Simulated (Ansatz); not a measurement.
A nudged elastic band was laid between two geometries of H₄OSeZn (7 atoms, charge 0, multiplicity 1).

Computed with RKS B3LYP/def2-SVP (Ansatz).

| Item | Value |
| --- | --- |
| movable images | 7 |
| climbing image | yes |
| spring | 5.0 eV/Å² |
| optimiser | quadratic models (default) |
| start path | through a guess of the saddle point |
| force threshold | 0.03 eV/Å |
| iteration limit | 60 |
| end points | relaxed |

Initial state:

```xyz
7
Properties=species:S:1:pos:R:3
Zn 0.278 -0.593 1.105
H 0.428 -0.343 2.606
O 0.308 -1.199 -0.611
H -0.005 2.323 -0.630
Se -1.208 1.486 -0.454
H 0.794 -2.004 -0.830
H -0.596 0.330 -1.185
```

Final state:

```xyz
7
Properties=species:S:1:pos:R:3
Zn -0.428 -0.019 -0.694
H 1.460 0.317 1.943
O 0.969 -0.918 -0.026
H 1.554 0.686 2.606
Se -2.111 1.237 -1.621
H 0.743 -1.636 0.581
H -2.188 0.333 -2.789
```

**Question.** Which bonds break or form, and what moves?

**Answer.** Bonds broken: Zn1–H2, H4–Se5. Bonds formed: Zn1–Se5, H2–H4. H4OSeZn becomes H2 + H2OSeZn.

**Question.** Give the energies along the band, and the barrier.

**Answer.** The run converged. The highest image is number 3 of 0 to 8, 1.01 eV above the first end and 1.58 eV above the last; the last end lies 0.57 eV below the first. Neighbouring images differ by up to 1.4 eV, so the band resolves the path poorly. A vibrational analysis at the climbing image gives one clearly imaginary mode, 1097i cm⁻¹: a first-order saddle point. The orbitals stay closed-shell, which can raise the energy where a bond breaks towards radicals; this wasn't checked here.

```json
{"image": "0", "path coordinate (Å)": "0.00", "energy (eV)": "0.00", "Zn1–H2 (Å)": "1.53", "H4–Se5 (Å)": "1.48", "Zn1–Se5 (Å)": "2.99"}
{"image": "1", "path coordinate (Å)": "1.51", "energy (eV)": "0.07", "Zn1–H2 (Å)": "1.53", "H4–Se5 (Å)": "1.48", "Zn1–Se5 (Å)": "2.92"}
{"image": "2", "path coordinate (Å)": "3.02", "energy (eV)": "0.19", "Zn1–H2 (Å)": "1.54", "H4–Se5 (Å)": "1.47", "Zn1–Se5 (Å)": "2.99"}
{"image": "3", "path coordinate (Å)": "4.54", "energy (eV)": "1.01", "Zn1–H2 (Å)": "1.71", "H4–Se5 (Å)": "1.78", "Zn1–Se5 (Å)": "2.62"}
{"image": "4", "path coordinate (Å)": "5.84", "energy (eV)": "-0.40", "Zn1–H2 (Å)": "2.84", "H4–Se5 (Å)": "2.86", "Zn1–Se5 (Å)": "2.31"}
{"image": "5", "path coordinate (Å)": "7.15", "energy (eV)": "-0.47", "Zn1–H2 (Å)": "3.77", "H4–Se5 (Å)": "3.70", "Zn1–Se5 (Å)": "2.30"}
{"image": "6", "path coordinate (Å)": "8.46", "energy (eV)": "-0.49", "Zn1–H2 (Å)": "3.00", "H4–Se5 (Å)": "4.06", "Zn1–Se5 (Å)": "2.30"}
{"image": "7", "path coordinate (Å)": "9.77", "energy (eV)": "-0.55", "Zn1–H2 (Å)": "2.98", "H4–Se5 (Å)": "4.92", "Zn1–Se5 (Å)": "2.29"}
{"image": "8", "path coordinate (Å)": "11.08", "energy (eV)": "-0.57", "Zn1–H2 (Å)": "3.26", "H4–Se5 (Å)": "5.62", "Zn1–Se5 (Å)": "2.30"}
```

**Question.** What is the geometry of the highest image?

**Answer.** 
```xyz
7
Properties=species:S:1:pos:R:3
Zn 0.203 -0.482 0.205
H 0.677 0.804 1.223
O 0.519 -2.139 -0.407
H -0.244 1.243 0.744
Se -1.659 1.281 -0.342
H 1.308 -2.529 -0.005
H -0.802 1.822 -1.418
```

The run took 2.5 min on 2 threads of AMD EPYC 9R45 96-Core Processor (Zen 5) (shared host), peak memory 0.24 GiB.
